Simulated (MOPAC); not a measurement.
MOPAC input (PM6):

```
PM6 1SCF CHARGE=-1 GEO-OK AUX(PRECISION=9) THREADS=1
C2H9P2Si

C    -0.75161000 1    1.77113100 1   -1.08274700 1
Si   -0.38886200 1    0.26377900 1   -0.26371100 1
C    -1.91463300 1   -0.84224800 1   -0.00461900 1
P     1.16096000 1   -1.42223600 1   -0.94005600 1
P     0.43002000 1    0.75639000 1    1.83415600 1
H    -1.46878000 1    1.76354900 1   -1.90276500 1
H     0.00940100 1    2.54194100 1   -1.17690900 1
H    -2.32999400 1   -1.13166200 1   -0.97478600 1
H    -2.68356800 1   -0.29510700 1    0.54461000 1
H    -1.66974200 1   -1.75605900 1    0.54172200 1
H     0.73039300 1   -1.47127400 1   -2.29740900 1
H     2.21105700 1   -0.50942000 1   -1.22749300 1
H     1.48329100 1   -0.20080800 1    1.93097300 1
H     1.29475800 1    1.78033300 1    1.36669700 1
```

Output:

```
 *******************************************************************************
 **                                                                           **
 **                              MOPAC v23.2.5                                **
 **                                                                           **
 *******************************************************************************
 ** MOPAC's Digital Object Identifier: https://doi.org/10.5281/zenodo.6511958 **
 **                                                                           **
 ** Please cite the open-source release paper for use of this MOPAC version:  **
 ** J. E. Moussa and J. J. P. Stewart (2026)                                  **
 ** MOPAC: An open-source semiempirical molecular orbital program             **
 ** J. Open Source Softw., 11(119), 8025, https://doi.org/10.21105/joss.08025 **
 *******************************************************************************

                              PM6 CALCULATION RESULTS

 *******************************************************************************
 *  PM6        - The PM6 Hamiltonian to be used
 *  GEO-OK     - OVERRIDE INTERATOMIC DISTANCE AND OTHER SAFETY CHECKS
 *
 *
 *
 *                 CHARGE ON SYSTEM = -1
 *
 *
 *
 *  1SCF       - DO 1 SCF AND THEN STOP
 *  AUX        - OUTPUT AUXILIARY INFORMATION
 *******************************************************************************
PM6 1SCF CHARGE=-1 GEO-OK AUX(PRECISION=9) THREADS=1
 C2H9P2Si

   ATOM   CHEMICAL          X               Y               Z
  NUMBER   SYMBOL      (ANGSTROMS)     (ANGSTROMS)     (ANGSTROMS)

     1       C         -0.75161000  *   1.77113100  *  -1.08274700  *
     2      Si         -0.38886200  *   0.26377900  *  -0.26371100  *
     3       C         -1.91463300  *  -0.84224800  *  -0.00461900  *
     4       P          1.16096000  *  -1.42223600  *  -0.94005600  *
     5       P          0.43002000  *   0.75639000  *   1.83415600  *
     6       H         -1.46878000  *   1.76354900  *  -1.90276500  *
     7       H          0.00940100  *   2.54194100  *  -1.17690900  *
     8       H         -2.32999400  *  -1.13166200  *  -0.97478600  *
     9       H         -2.68356800  *  -0.29510700  *   0.54461000  *
    10       H         -1.66974200  *  -1.75605900  *   0.54172200  *
    11       H          0.73039300  *  -1.47127400  *  -2.29740900  *
    12       H          2.21105700  *  -0.50942000  *  -1.22749300  *
    13       H          1.48329100  *  -0.20080800  *   1.93097300  *
    14       H          1.29475800  *   1.78033300  *   1.36669700  *

          CARTESIAN COORDINATES

    NO.       ATOM           X           Y           Z

     1         C         -0.7516      1.7711     -1.0827
     2        Si         -0.3889      0.2638     -0.2637
     3         C         -1.9146     -0.8422     -0.0046
     4         P          1.1610     -1.4222     -0.9401
     5         P          0.4300      0.7564      1.8342
     6         H         -1.4688      1.7635     -1.9028
     7         H          0.0094      2.5419     -1.1769
     8         H         -2.3300     -1.1317     -0.9748
     9         H         -2.6836     -0.2951      0.5446
    10         H         -1.6697     -1.7561      0.5417
    11         H          0.7304     -1.4713     -2.2974
    12         H          2.2111     -0.5094     -1.2275
    13         H          1.4833     -0.2008      1.9310
    14         H          1.2948      1.7803      1.3667

 General Reference for PM6:
 "Optimization of Parameters for Semiempirical Methods V: Modification of NDDO Approximations
 and Application to 70 Elements", J. J. P. Stewart, J. Mol. Mod., 13, 1173-1213 (2007)
 URL: https://link.springer.com/article/10.1007/s00894-007-0233-4

           Empirical Formula: C2 H9 Si P2  =    14 atoms

      MOLECULAR POINT GROUP   :   C1

      RHF CALCULATION, NO. OF DOUBLY OCCUPIED LEVELS = 16

 -------------------------------------------------------------------------------
 PM6 1SCF CHARGE=-1 GEO-OK AUX(PRECISION=9) THREADS=1
 C2H9P2Si

     1SCF WAS SPECIFIED, SO BFGS WAS NOT USED
     SCF FIELD WAS ACHIEVED

                              PM6 CALCULATION
                                                       MOPAC v23.2.5 Linux

          FINAL HEAT OF FORMATION =       -205.44993 KCAL/MOL =    -859.60251 KJ/MOL

          COSMO AREA              =        158.42 SQUARE ANGSTROMS
          COSMO VOLUME            =        159.29 CUBIC ANGSTROMS

          IONIZATION POTENTIAL    =          2.858934 EV
          HOMO LUMO ENERGIES (EV) =         -2.859  5.074
          NO. OF FILLED LEVELS    =         16
          MOLECULAR WEIGHT        =        123.1261         POINT GROUP:  C1

          MOLECULAR DIMENSIONS (Angstroms)

            Atom       Atom       Distance
            H    13    H     6     5.22216
            H    12    H     9     4.97511
            H    11    H    14     4.36343

          SCF CALCULATIONS        =          1

   ATOM   CHEMICAL          X               Y               Z
  NUMBER   SYMBOL      (ANGSTROMS)     (ANGSTROMS)     (ANGSTROMS)

     1       C         -0.75161000  *   1.77113100  *  -1.08274700  *
     2      Si         -0.38886200  *   0.26377900  *  -0.26371100  *
     3       C         -1.91463300  *  -0.84224800  *  -0.00461900  *
     4       P          1.16096000  *  -1.42223600  *  -0.94005600  *
     5       P          0.43002000  *   0.75639000  *   1.83415600  *
     6       H         -1.46878000  *   1.76354900  *  -1.90276500  *
     7       H          0.00940100  *   2.54194100  *  -1.17690900  *
     8       H         -2.32999400  *  -1.13166200  *  -0.97478600  *
     9       H         -2.68356800  *  -0.29510700  *   0.54461000  *
    10       H         -1.66974200  *  -1.75605900  *   0.54172200  *
    11       H          0.73039300  *  -1.47127400  *  -2.29740900  *
    12       H          2.21105700  *  -0.50942000  *  -1.22749300  *
    13       H          1.48329100  *  -0.20080800  *   1.93097300  *
    14       H          1.29475800  *   1.78033300  *   1.36669700  *

                             CARTESIAN COORDINATES

   1    C       -0.751610000     1.771131000    -1.082747000
   2   Si       -0.388862000     0.263779000    -0.263711000
   3    C       -1.914633000    -0.842248000    -0.004619000
   4    P        1.160960000    -1.422236000    -0.940056000
   5    P        0.430020000     0.756390000     1.834156000
   6    H       -1.468780000     1.763549000    -1.902765000
   7    H        0.009401000     2.541941000    -1.176909000
   8    H       -2.329994000    -1.131662000    -0.974786000
   9    H       -2.683568000    -0.295107000     0.544610000
  10    H       -1.669742000    -1.756059000     0.541722000
  11    H        0.730393000    -1.471274000    -2.297409000
  12    H        2.211057000    -0.509420000    -1.227493000
  13    H        1.483291000    -0.200808000     1.930973000
  14    H        1.294758000     1.780333000     1.366697000

           Empirical Formula: C2 H9 Si P2  =    14 atoms

      MOLECULAR POINT GROUP   :   C1

                  EIGENVALUES
 -20.71780 -18.02599 -17.26052 -16.98824 -11.28780 -10.13477 -10.05388  -9.50348
  -9.48448  -8.18102  -7.17170  -6.66893  -5.87617  -5.25229  -4.77302  -2.85893
   5.07443   5.36645   5.94432   6.31934   6.79371   7.00184   7.89379   8.21834
   8.49655   8.63155   9.07938   9.22259  10.16149  10.22292  10.34974  11.32129
  11.84412  12.47470 138.59023 138.67948 139.25233 140.65927 141.00486 142.37149
 142.69121 144.37521 144.71584 144.85318

              NET ATOMIC CHARGES AND DIPOLE CONTRIBUTIONS

  ATOM NO.   TYPE          CHARGE      No. of ELECS.   s-Pop       p-Pop       d-Pop
    1          C          -0.764123        4.7641     1.09662     3.66751
    2         Si          -0.060573        4.0606     1.21753     2.00967     0.83336
    3          C          -0.663391        4.6634     1.06866     3.59473
    4          P          -0.208692        5.2087     1.63080     3.56546     0.01244
    5          P          -0.142119        5.1421     1.60457     3.52465     0.01291
    6          H           0.138756        0.8612     0.86124
    7          H           0.136102        0.8639     0.86390
    8          H           0.152926        0.8471     0.84707
    9          H           0.169086        0.8309     0.83091
   10          H           0.159082        0.8409     0.84092
   11          H           0.021196        0.9788     0.97880
   12          H           0.016855        0.9831     0.98314
   13          H           0.015235        0.9848     0.98477
   14          H           0.029660        0.9703     0.97034
 DIPOLE           X         Y         Z       TOTAL
 POINT-CHG.     2.074    -2.564     2.017     3.866
 HYBRID         0.531     0.358    -2.698     2.773
 SUM            2.605    -2.206    -0.681     3.481

          ATOMIC ORBITAL ELECTRON POPULATIONS

     Atom    s        px        py        pz      x^2-y^2     xz        z^2       yz        xy
    1  C   1.09662   1.21014   1.12758   1.32979
    2 Si   1.21753   0.63719   0.66945   0.70304   0.10054   0.09756   0.21854   0.13933   0.27740
    3  C   1.06866   1.25134   1.19108   1.15231
    4  P   1.63080   1.09123   1.34015   1.13408   0.00142   0.00183   0.00403   0.00138   0.00378
    5  P   1.60457   1.16465   1.00819   1.35181   0.00037   0.00209   0.00323   0.00230   0.00491
    6  H   0.86124
    7  H   0.86390
    8  H   0.84707
    9  H   0.83091
   10  H   0.84092
   11  H   0.97880
   12  H   0.98314
   13  H   0.98477
   14  H   0.97034

 **********************
 *                    *
 * JOB ENDED NORMALLY *
 *                    *
 **********************

 == MOPAC DONE ==
```

The dipole moment of an ion depends on the origin.

The geometry given is a B3LYP-D3(BJ)/def2-TZVP minimum.
